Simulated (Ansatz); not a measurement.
Dissociation curve of trisilylamine, SMILES [SiH3]N([SiH3])[SiH3]. The N1–Si10 bond (N1 also carries Si, Si; Si10 carries H, H, H) is pulled apart rigidly from the PBE0/def2-SVP optimised geometry.

Methods: RKS-PBE = restricted PBE/def2-SVP (Ansatz, a quantum-chemistry and plane-wave program); UKS-PBE0 = unrestricted PBE0/def2-SVP run with Ansatz.

Energies relative to the lowest point of each curve near equilibrium, in mEh:

```json
[
 {"R / Å": "1.46", "RKS-PBE": "73.4"},
 {"R / Å": "1.53", "RKS-PBE": "38.8"},
 {"R / Å": "1.66", "RKS-PBE": "6.7"},
 {"R / Å": "1.82", "RKS-PBE": "0.7"},
 {"R / Å": "1.90", "RKS-PBE": "5.4"},
 {"R / Å": "1.97", "RKS-PBE": "11.9"},
 {"R / Å": "2.31", "RKS-PBE": "56.4"},
 {"R / Å": "2.58", "RKS-PBE": "91.9"},
 {"R / Å": "2.89", "RKS-PBE": "125.4"},
 {"R / Å": "3.26", "RKS-PBE": "154.6"},
 {"R / Å": "3.66", "RKS-PBE": "174.3"},
 {"R / Å": "5.08", "RKS-PBE": "193.3"}
]
```

**Question.** Predict the corresponding UKS-PBE0 column.

**Answer.** 1.46: 69.8; 1.53: 35.9; 1.66: 5.4; 1.82: 1.5; 1.90: 7.3; 1.97: 14.8; 2.31: 64.2; 2.58: 103.7; 2.89: 141.7; 3.26: 164.8; 3.66: 169.4; 5.08: 171.0 (mEh).

The restricted form behind RKS-PBE keeps the bonding electrons paired and can't separate into open-shell fragments. The unrestricted determinant behind UKS-PBE0 is spin-contaminated at 2.89 to 5.08 Å (<S²> up to 1.0, against 0.00 for a pure singlet).
